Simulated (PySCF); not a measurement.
Species: `CN1C=CC=C1F`. The columns A, B, C and D hold Mulliken, IAO, Hirshfeld and ESP-fitted charges (e) of one PBE0/pcSseg-1 density (PySCF), in a shuffled order. Coordinates in Å (GFN2-xTB); the density's dipole moment is (-1.72, -1.40, 0.26) D.

```
atom       x       y       z       A       B       C       D
  C1  -1.854  -0.181   0.090  -0.052  -0.314  -0.050  -0.411
  N2  -0.424  -0.064   0.013  -0.016  -0.090  -0.638  +0.291
  C3   0.482  -1.074   0.152  -0.049  -0.136  +0.156  -0.447
  C4   1.742  -0.558   0.034  -0.100  -0.212  -0.178  -0.182
  C5   1.617   0.831  -0.184  -0.123  -0.276  -0.186  -0.417
  C6   0.276   1.079  -0.185  +0.103  +0.323  +0.522  +0.217
  F7  -0.388   2.234  -0.353  -0.082  -0.261  -0.277  -0.166
  H8  -2.185  -1.060  -0.464  +0.058  +0.160  +0.127  +0.151
  H9  -2.181  -0.274   1.129  +0.052  +0.154  +0.131  +0.149
 H10  -2.311   0.708  -0.343  +0.055  +0.171  +0.133  +0.156
 H11   0.158  -2.081   0.322  +0.052  +0.157  +0.091  +0.238
 H12   2.661  -1.104   0.094  +0.050  +0.159  +0.081  +0.195
 H13   2.402   1.546  -0.323  +0.051  +0.166  +0.087  +0.228
```

Which column most likely holds the ESP-fitted charges?

D. Σ q r misses the density's dipole by 0.02 D (D), 0.57 D (A), 0.77 D (C), 0.92 D (B). Charges fitted to the outside potential are the only set here that is tied to the molecule's multipoles.

And the Hirshfeld charges?

A. The mean sizes are 0.065 e (A), 0.198 e (B), 0.205 e (C), 0.250 e (D), and Hirshfeld charges are commonly the smallest of these schemes.

As computed, A = Hirshfeld, B = IAO, C = Mulliken, D = ESP-fitted. Hydrogens on carbon: Hirshfeld +0.05 to +0.06, IAO +0.15 to +0.17, Mulliken +0.08 to +0.13, ESP-fitted +0.15 to +0.24 e.

The IAO scheme projects the occupied orbitals on a minimal set of polarised atomic orbitals and counts the electrons in each atom's part of it. The ESP scheme is a least-squares fit of atom-centred charges to the potential on four shells outside the van der Waals surface, with the total charge fixed.

Isolated species at its GFN2-xTB geometry, gas phase.

These values come from a run that also computed NMR shieldings. The run took 15 s (grids of density and orbitals included) on Arm Neoverse V2, one thread, on a shared host, and the process peaked at 0.81 GiB of memory.
